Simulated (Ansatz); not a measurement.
`FCBI` + `O[SiH2][SiH3]` → `FCO[SiH2][SiH3]` + `BI`  (substitution at a C–B bond)

Computed with Ansatz on PBE0-D4/def2-TZVP structures; ΔE is electronic, products minus reactants. CCSD(T)/CBS adds triple-zeta CCSD(T) − MP2 to the extrapolated MP2 energy (def2 sets, frozen cores). DFT in def2-TZVPP. def2 core potentials past Kr. For I outer-core shells are correlated without core-valence functions, which leaves a few kJ/mol of doubt a bond. One conformer a species, not always the lowest.

`FCBI`:

Z-matrix (Å, degrees):
```
C
B 1 1.553
F 1 1.379 2 116.6
H 1 1.101 2 108.6 3 122.9
H 1 1.101 2 108.6 3 -122.9
I 2 2.099 1 122.4 3 0.0
H 2 1.191 1 119.6 3 -180.0
```

`O[SiH2][SiH3]`:

Cartesian coordinates in Å:
```
O -0.605 1.786 0.857
Si -0.888 0.203 0.472
Si 0.841 -0.728 -0.814
H 0.192 1.988 1.348
H -1.065 -0.630 1.698
H -2.163 0.201 -0.287
H 0.559 -2.165 -1.084
H 2.134 -0.637 -0.078
H 0.995 -0.018 -2.113
```

`FCO[SiH2][SiH3]`:

Cartesian coordinates in Å:
```
F 2.008 0.123 -1.306
C 1.850 -0.471 -0.072
O 0.791 -1.337 -0.087
Si -0.780 -0.890 -0.417
Si -1.325 1.182 0.548
H 2.761 -1.033 0.144
H 1.706 0.344 0.650
H -1.012 -0.835 -1.885
H -1.612 -1.975 0.157
H -0.527 2.286 -0.048
H -1.089 1.163 2.017
H -2.769 1.443 0.298
```

`BI`:

Z-matrix (Å, degrees):
```
B
I 1 2.099
H 1 1.188 2 117.7
H 1 1.188 2 117.7 3 -180.0
```

| species | PBE0-D4 energy (Eh) |
| --- | --- |
| `FCBI` | -462.22291 |
| `O[SiH2][SiH3]` | -657.57418 |
| `FCO[SiH2][SiH3]` | -796.03662 |
| `BI` | -323.74058 |

(1) Work out ΔE.

Largest T1 diagnostic among the species: 0.013.

Results:

(1) ΔE = (-796.03662) + (-323.74058) − (-462.22291) − (-657.57418) = 0.01989 Eh = +0.54 eV. CCSD(T)/CBS gives +0.53 eV.

In def2-TZVPP, CCSD(T) changes the Hartree–Fock value by +0.11 eV (the triples alone add −0.00 eV) and MP2 by +0.16 eV.
